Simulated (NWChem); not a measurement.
Species: HSeF; SMILES F[SeH]

All runs: NWChem. Geometry: optimised at B3LYP/6-31G* (spherical d). Total energies compare along this basis series because the functional is fixed.

| level | basis functions | energy (Ha) | highest occupied level (eV) | orbital gap (eV) | dipole (D) |
|---|---|---|---|---|---|
| B3LYP/pcseg-1 | 46 | -2501.7056 | -6.90 | 4.55 | 2.13 |
| B3LYP/aug-pcseg-1 | 68 | -2501.7174 | -7.08 | 4.33 | 1.91 |
| B3LYP/pcseg-2 | 87 | -2502.0971 | -7.01 | 4.42 | 2.03 |
| B3LYP/STO-3G | 24 | -2473.7872 | -3.45 | 6.36 | 0.96 |
| B3LYP/def2-SVP | 51 | -2501.6192 | -6.71 | 4.61 | 2.05 |
